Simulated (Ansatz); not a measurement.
CH7AlOSSi can be A, `C[O][AlH][S][SiH3]`, or B, `C[O][AlH][SiH2]S`.

Isolated molecules relaxed with PBE0-D4/def2-TZVP in Ansatz; ΔE leaves out vibrations. CCSD(T)/CBS adds triple-zeta CCSD(T) − MP2 to the extrapolated MP2 energy (def2 sets, frozen cores). DFT in def2-TZVPP. B3LYP here is the variant with VWN-RPA as its local correlation; programs differ in this. Each species was taken in one conformer, which may not be the lowest.

A:

Z-matrix (Å, degrees):
```
C
O 1 1.391
H 1 1.095 2 110.9
H 1 1.094 2 109.6 3 -119.2
H 1 1.095 2 112.0 3 120.8
Al 2 1.666 1 150.9 3 -82.8
S 6 2.186 2 124.1 1 2.6
H 6 1.569 2 118.2 1 -177.4
Si 7 2.134 6 101.3 2 3.8
H 9 1.483 7 106.8 6 172.0
H 9 1.486 7 111.6 6 -68.9
H 9 1.485 7 111.6 6 52.7
```

B:

Z-matrix (Å, degrees):
```
C
O 1 1.399
H 1 1.095 2 110.0
H 1 1.095 2 110.0 3 118.8
H 1 1.097 2 112.4 3 -120.6
Al 2 1.691 1 135.4 3 120.5
Si 6 2.441 2 109.6 1 -179.9
H 6 1.587 2 119.2 1 0.1
S 7 2.152 6 105.5 2 0.5
H 7 1.491 6 113.3 2 120.3
H 7 1.492 6 113.3 2 -119.4
H 9 1.345 7 93.7 6 -0.6
```

(1) Which is lower in electronic energy at CCSD(T)/CBS, and by how much? (An estimate is asked.)

(2) Give E(B) − E(A) in kcal/mol with CCSD(T)/def2-TZVPP, r2SCAN-D4, MP2/def2-TZVPP, B3LYP, B2PLYP, CCSD/def2-TZVPP, PBE0-D4. (Best estimate.)

Largest T1 diagnostic: 0.013.

## Answers

(1) Ansatz gave: A, by 27.8 kcal/mol.

(2) Computed: CCSD(T)/def2-TZVPP 27.4, r2SCAN-D4 27.4, MP2/def2-TZVPP 29.9, B3LYP 26.2, B2PLYP 27.7, CCSD/def2-TZVPP 27.6, PBE0-D4 25.5. None reverses the order clearly.

From PBE to PBE0 (25 % exact exchange), in def2-TZVPP and without D4, E(B) − E(A) moves by +1.8 kcal/mol. The D4 term adds +0.9 kcal/mol with B3LYP and +0.5 kcal/mol with PBE0; it sums over pairs of atoms, weighted by their polarisabilities, and B3LYP, whose exchange is more repulsive, gets the larger term.
